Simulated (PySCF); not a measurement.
# Multinuclear NMR of C5H8Cl2Si

Geometry:
```json
{"atom": "Si1", "x (Å)": "-2.535", "y (Å)": "0.150", "z (Å)": "0.197"}
{"atom": "C2", "x (Å)": "-0.982", "y (Å)": "-0.063", "z (Å)": "-0.901"}
{"atom": "C3", "x (Å)": "0.271", "y (Å)": "0.371", "z (Å)": "-0.200"}
{"atom": "Cl4", "x (Å)": "0.118", "y (Å)": "2.065", "z (Å)": "0.352"}
{"atom": "C5", "x (Å)": "1.013", "y (Å)": "-0.585", "z (Å)": "0.664"}
{"atom": "C6", "x (Å)": "2.328", "y (Å)": "0.119", "z (Å)": "0.645"}
{"atom": "Cl7", "x (Å)": "3.756", "y (Å)": "-0.859", "z (Å)": "0.945"}
{"atom": "C8", "x (Å)": "1.608", "y (Å)": "-0.114", "z (Å)": "-0.640"}
{"atom": "H9", "x (Å)": "-3.577", "y (Å)": "-0.699", "z (Å)": "-0.385"}
{"atom": "H10", "x (Å)": "-2.968", "y (Å)": "1.543", "z (Å)": "0.197"}
{"atom": "H11", "x (Å)": "-2.200", "y (Å)": "-0.303", "z (Å)": "1.546"}
{"atom": "H12", "x (Å)": "-0.863", "y (Å)": "-1.106", "z (Å)": "-1.198"}
{"atom": "H13", "x (Å)": "-1.097", "y (Å)": "0.518", "z (Å)": "-1.816"}
{"atom": "H14", "x (Å)": "0.745", "y (Å)": "-1.541", "z (Å)": "1.061"}
{"atom": "H15", "x (Å)": "2.444", "y (Å)": "1.114", "z (Å)": "1.057"}
{"atom": "H16", "x (Å)": "1.932", "y (Å)": "-0.600", "z (Å)": "-1.536"}
```

Theory: geometry from GFN2-xTB, PBE0/pcSseg-1 with gauge-including orbitals, in PySCF (no solvent, a single conformation, equivalent nuclei averaged, relativity neglected).

Q: What are the ²⁹Si shifts?

A: 
```json
{"atoms": "Si1", "environment": "silicon bonded to C, 3 H", "σ (ppm)": "419.2", "δ (ppm)": "-64.6"}
```

Shieldings were converted by a linear fit to measured shifts: ²⁹Si (scatter 8.9 ppm rms, 25.8 ppm with the 6 outliers that the fit left out vs TMS, solution or neat liquid). Occasional misses reach two or three times the rms, and more in compound classes unlike the fitted ones.

On a 500 MHz spectrometer ²⁹Si resonates near 99.3 MHz, so 1 ppm is 99.3 Hz.
